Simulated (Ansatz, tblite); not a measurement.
Isomers of Ag$_{9}$⁺ (singlet), found by a short tight-binding search and relaxed with r2SCAN-D4/def2-SVP in Ansatz.

In the def2 sets Ag takes a core potential; there is no spin–orbit coupling. The xTB rows come from tblite. B3LYP takes the VWN-RPA correlation. Correlated methods freeze no core orbitals; core or outer-core shells of Ag are correlated, in sets that lack core-valence functions.

A: At MP2/def2-SVP the test of the restricted singlet for broken spin symmetry was undecided. B: At MP2/def2-SVP the test of the restricted singlet for broken spin symmetry was undecided. C: At MP2/def2-SVP the test of the restricted singlet for broken spin symmetry was undecided.

Other spin states weren't relaxed.

A:

```xyz
9

Ag    0.6574   -0.3839   -1.3881
Ag   -1.1278    0.9923    0.4985
Ag    1.0646    2.3018   -0.6750
Ag   -0.4172   -1.7239    0.8518
Ag   -2.0852   -0.9846   -1.2516
Ag    1.5144    0.3096    1.2182
Ag   -0.6531    0.0850    2.9657
Ag   -1.1582    1.4934   -2.1849
Ag    2.2052   -2.0896   -0.0345
```

B:

| atom | x (Å) | y (Å) | z (Å) |
| --- | --- | --- | --- |
| Ag1 | 1.817 | 1.030 | -1.064 |
| Ag2 | 0.044 | 0.324 | 1.081 |
| Ag3 | -1.866 | -1.405 | -0.189 |
| Ag4 | -0.138 | 2.785 | 0.022 |
| Ag5 | 0.721 | -1.516 | -1.183 |
| Ag6 | -0.838 | 0.633 | -1.765 |
| Ag7 | -2.411 | 1.280 | 0.565 |
| Ag8 | 2.473 | -0.815 | 0.995 |
| Ag9 | 0.198 | -2.316 | 1.538 |

C:

Cartesian coordinates in Å:
```
Ag 0.144 0.534 -2.230
Ag -2.102 -0.245 -0.894
Ag -1.607 -2.527 0.671
Ag 2.099 1.209 -0.284
Ag -0.664 1.935 0.011
Ag 2.304 -1.170 -1.655
Ag 0.903 1.188 2.211
Ag -1.547 -0.056 1.885
Ag 0.469 -0.869 0.282
```

Problem. Estimate their order by electronic energy at CAM-B3LYP-D4/def2-TZVP, counted from the lowest.

Solution. A (0.00) < C (0.24) < B (0.25), in eV. Gaps under about 2 kJ/mol are ties within the noise of geometry and basis.

Problem. Do the other levels pick the same lowest one?

Solution. All that were run do. Energies above each level's lowest (eV):

```tsv
level	A	B	C
GFN1-xTB	0.00	0.05	0.13
GFN2-xTB	0.00	0.28	0.14
HF/def2-SVP	0.00	0.36	0.24
PBE-D4/def2-TZVP	0.00	0.14	0.21
r2SCAN-D4/def2-TZVP	0.00	0.14	0.21
B3LYP-D4/def2-TZVP	0.00	0.17	0.21
PBE0-D4/def2-TZVP	0.00	0.18	0.23
CAM-B3LYP-D4/def2-TZVP	0.00	0.25	0.24
MP2/def2-SVP	0.00	0.05	0.22
```
Point groups (tolerance 0.1 Å): A C2v, B C2v, C Cs. Lower isomers may exist.
